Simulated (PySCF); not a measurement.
ClH₂NSi, SMILES N[Si]Cl (connectivity only; charge and spin as stated), neutral, multiplicity 1.

Coordinates come from a B3LYP-D3(BJ)/def2-TZVP optimisation. Other conformers were not sampled.

Vertical ionisation energy (IE) and electron affinity (EA) in eV. Rows of orbital energies are one-electron estimates. Where ΔSCF, EOM or ADC give a negative EA the extra electron is unbound and the value depends on the basis.

```tsv
level	IE	EA
−ε(HOMO), −ε(LUMO), r2SCAN/def2-TZVPD (PySCF)	[?]	[?]
ADC(2)/aug-cc-pVDZ (PySCF)	9.18	-0.19
```

Q: Some entries are withheld; supply them. (An estimate is asked for; the answer gives what the named calculation found.)

A: 
- −ε(HOMO), −ε(LUMO), r2SCAN/def2-TZVPD (PySCF), IE: 6.32
- −ε(HOMO), −ε(LUMO), r2SCAN/def2-TZVPD (PySCF), EA: 2.35

Q: Beyond the first one, list the lowest photoelectron lines from ADC(2)/aug-cc-pVDZ (PySCF) with their pole strengths (two spins summed). (Estimate from the structure and the level; the computed values follow.)

A: 10.14 eV (1.74), 11.17 eV (1.78), 11.61 eV (1.77), 13.28 eV (1.76), 16.56 eV (1.72).
